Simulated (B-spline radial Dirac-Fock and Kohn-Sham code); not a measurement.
**Ho³⁺: non-radiative channels of the M4 vacancy**

System: the Ho³⁺ ion, [Xe] 4f9 5d1 (an excited configuration).

Input of the calculation (task.json; shells as n, l, electrons):

```json
{"items": [{
  "Z": 67,
  "q": 3,
  "cfg": [[1, 0, 2], [2, 0, 2], [2, 1, 6], [3, 0, 2], [3, 1, 6], [3, 2, 10], [4, 0, 2], [4, 1, 6], [4, 2, 10], [4, 3, 9], [5, 0, 2], [5, 1, 6], [5, 2, 1]],
  "A": 165,
  "rrms": 5.2022,
  "do": ["binding", "quiet", "decay"],
  "holes": ["K", "L1", "L2", "L3", "M1", "M2", "M3", "M4", "M5", "N1", "N2", "N3", "N4", "N5"]
}]}
```

Launch: `python xray_run.py task.json out`

Method: independent-particle radiative and Coulomb Auger rates from relativistic LDA hole-state orbitals, with Dirac-Fock energies. Computed with an atomic code on a B-spline grid. Kinetic energies are configuration averages from the vacuum level; the two-hole energies are estimated from single-hole states.

| transition | kinetic energy (eV) | width (meV) | share (%) |
| --- | --- | --- | --- |
| M4-N2N3 | 650.2 | 11.5 | 1.0 |
| M4-N3N3 | 690.3 | 4.23 | 0.4 |
| M4-N1N4 | 706.2 | 77.0 | 6.5 |
| M4-N1N5 | 713.7 | 9.66 | 0.8 |
| M4-N2N4 | 793.5 | 66.2 | 5.6 |
| M4-N2N5 | 797.4 | 5.37 | 0.5 |
| M4-N3N4 | 831.1 | 141 | 11.9 |
| M4-N3N5 | 840.3 | 5.12 | 0.4 |
| M4-N1N6 | 878.9 | 16.5 | 1.4 |
| M4-N1N7 | 880.1 | 5.12 | 0.4 |
| M4-N2N6 | 964.0 | 10.3 | 0.9 |
| M4-N2N7 | 964.6 | 5.26 | 0.4 |
| M4-N4N4 | 971.7 | 122 | 10.3 |
| M4-N4N5 | 978.6 | 247 | 20.9 |
| M4-N5N5 | 986.4 | 4.05 | 0.3 |
| M4-N3N6 | 1004.2 | 6.17 | 0.5 |
| M4-N4O1 | 1105.4 | 12.6 | 1.1 |
| M4-N4O2 | 1133.4 | 10.2 | 0.9 |
| M4-N4O3 | 1139.8 | 20.9 | 1.8 |
| M4-N4N6 | 1146.0 | 67.3 | 5.7 |
| M4-N4N7 | 1146.1 | 85.3 | 7.2 |
| M4-N5N6 | 1152.4 | 70.0 | 5.9 |
| M4-N6N6 | 1317.8 | 35.7 | 3.0 |
| M4-N6N7 | 1319.0 | 105 | 8.9 |

The listed channels hold 97 % of the non-radiative rate. Summed by principal shells, of 1.18 eV in all: MNN 94.3 %, MNO 5.7 %.
